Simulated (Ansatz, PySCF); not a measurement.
Spin states of H3O3W (SMILES [OH][W]([OH])[OH]), each relaxed with B3LYP-D3(BJ)/def2-TZVP.
State 1 (charge 0, multiplicity 4):
```xyz
7

W      0.0311    -0.0543    -0.0853
O     -1.2630    -1.4451    -0.3590
H     -2.1111    -1.4518     0.1021
O      0.1315     1.4245    -1.3048
H     -0.3023     2.2673    -1.1222
O      1.2821    -0.1836     1.3654
H      2.1299    -0.6326     1.2546
```
State 2 (charge 0, multiplicity 2):
| atom | x (Å) | y (Å) | z (Å) |
|---|---|---|---|
| W | -0.0306 | 0.0700 | -0.0865 |
| O | -1.1497 | -1.4185 | -0.3220 |
| H | -1.8541 | -1.5988 | 0.3171 |
| O | 0.1072 | 1.6979 | -0.9417 |
| H | -0.2492 | 2.2936 | -1.6016 |
| O | 1.1470 | -0.2898 | 1.3431 |
| H | 1.9273 | -0.8301 | 1.1424 |

Singlets are restricted, other states unrestricted; no spin–orbit coupling, no relativity up to Kr; see below for the cores. The largest T1 diagnostic is 0.054.

Correlated levels freeze the inner cores; with def2 sets outer-core shells near the valence are correlated too.

The values were computed with Ansatz (Gaussian basis) for Hartree–Fock, density functionals and correlated methods; PySCF for the dispersion terms. Each number belongs to the level named beside it. In def2 rows elements past Kr take small-core potentials, without spin–orbit coupling.

```
level                   energy of the multiplicity-2 state less that of the multiplicity-4 state (kJ/mol)
----------------------  ---------------------------------------------------------------------------------
PBE/def2-TZVPP                                                                                        4.7
PBE0-D3(BJ)/def2-TZVPP                                                                               23.9
PBE0-D4/def2-TZVPP                                                                                   23.8
BHLYP-D4/def2-TZVPP                                                                                  18.7
CAM-B3LYP/def2-TZVPP                                                                                  4.0
wB97M-V/def2-TZVPP                                                                                    6.1
B2PLYP/def2-TZVPP                                                                                     1.8
CCSD/def2-SVP                                                                                         [?]
CCSD(T)/def2-SVP                                                                                      [?]
```

Problem. Complete the blanks.

Solution. 
- CCSD/def2-SVP, energy of the multiplicity-2 state less that of the multiplicity-4 state (kJ/mol): 26.8
- CCSD(T)/def2-SVP, energy of the multiplicity-2 state less that of the multiplicity-4 state (kJ/mol): 16.1

Doubts at one or more of the structures used: a spin-contaminated determinant (CCSD/def2-SVP, CCSD(T)/def2-SVP); T1 above 0.05 (CCSD/def2-SVP, CCSD(T)/def2-SVP).

Ansatz is a program for electronic structure.
